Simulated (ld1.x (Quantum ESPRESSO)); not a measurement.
What one change does to a pseudopotential (tungsten (W), PAW)

ld1.x (Quantum ESPRESSO) 7.5 input, shortened:

```
&input
   title='W', zed=74., rel=1, dft='PBE', iswitch=3,
   config='[Xe] 4f14 5d4 6s2 6p0'
 /
 &inputp
   pseudotype=3, lpaw=.true., tm=.true., lloc=-1, rcloc=1.95,
   nlcc=.true., rcore=2.20,
   which_augfun='BESSEL', rmatch_augfun=1.40
 /
6
6S  1  0   2.00   0.00  2.25  2.70  0.0
6S  1  0   0.00   2.55  2.25  2.70  0.0
6P  2  1   0.00   0.00  2.45  2.90  0.0
6P  2  1   0.00   2.60  2.45  2.90  0.0
5D  3  2   4.00   0.00  1.80  2.20  0.0
5D  3  2   0.00   0.95  1.80  2.20  0.0
 &test
   configts(1)='5d4 6s2 6p0'
 /
```

All-electron outer shells of the reference configuration (PBE, scalar-relativistic, ld1.x):

```csv
shell,level (eV),outermost node (bohr),outermost maximum (bohr)
5p,-43.20,0.57,1.09
4f,-33.21,–,0.43
6s,-5.71,1.28,2.67
5d,-4.48,0.63,1.49
6p,-1.36,1.54,3.75
```

Change: waves 6s (bound): rcut 2.25, rcutus 2.64 bohr; 6s channel at 2.55 Ry: rcut 2.25, rcutus 2.64 bohr.

Cutoffs: the cutoffs (Ry, on a coarse ladder) from which the occupation-weighted sum of valence levels, in a spherical-Bessel basis at the reference potential, stays within 10 and 1 mRy of its value at 400 Ry; they do not see the model core or the augmentation charge, which bear on the density cutoff. Errors are all-electron minus pseudo energies relative to the spin-unpolarised reference configuration.

Q: Predict the effect on cutoff, ghosts and configuration errors.

A: The potential gets neither clearly harder nor softer (18 Ry and 30 Ry → 18 Ry and 30 Ry); both files keep a bound ghost (s); of the 7 tests that both files solve, the error grows in 3 and shrinks in 0 by more than 15 % and 0.3 meV (median size 9.2 → 11.5 meV). That the errors move this way runs against the usual rule that smaller radii transfer better.

| quantity | base | changed |
| --- | --- | --- |
| cutoff, loose | 18 Ry | 18 Ry |
| cutoff, tight | 30 Ry | 30 Ry |
| bound ghosts | s | s |
| error for 5d4 6s1 6p0, meV [ΔE 8.88 eV] | -3.7 | -3.9 |
| error for 5d4 6s0 6p0, meV [ΔE 24.56 eV] | -9.2 | -11 |
| error for 5d3 6s0 6p0, meV [ΔE 49.94 eV] | -177 | -179 |
| error for 5d2 6s0 6p0, meV [ΔE 87.16 eV] | -783 | -784 |
| error for 5d4 6s0 6p2, meV [ΔE 9.26 eV] | -2.7 | -3.7 |
| error for 5d3 6s2 6p0, meV [ΔE 8.83 eV] | -43 | -42 |
| error for 5d4 6s0 6p1, meV [ΔE 14.34 eV] | -3.0 | -4.3 |
| s: phases at 3.17 bohr within 0.05 rad from the reference energy up to (Ry; the scan ends near 5) | to the end of the scan | to the end of the scan |
| p: phases at 3.17 bohr within 0.05 rad from the reference energy up to (Ry; the scan ends near 5) | 1.9 | 1.9 |
| d: phases at 3.17 bohr within 0.05 rad from the reference energy up to (Ry; the scan ends near 5) | to the end of the scan | to the end of the scan |
| lowest overlap eigenvalue by channel | s 0.53, p 0.59, d 0.84 | s 0.57, p 0.59, d 0.84 |

 A true bound ghost makes a file unfit for plane-wave use even where its test errors are small: the radial tests pick states by their node count and pass the ghost by.
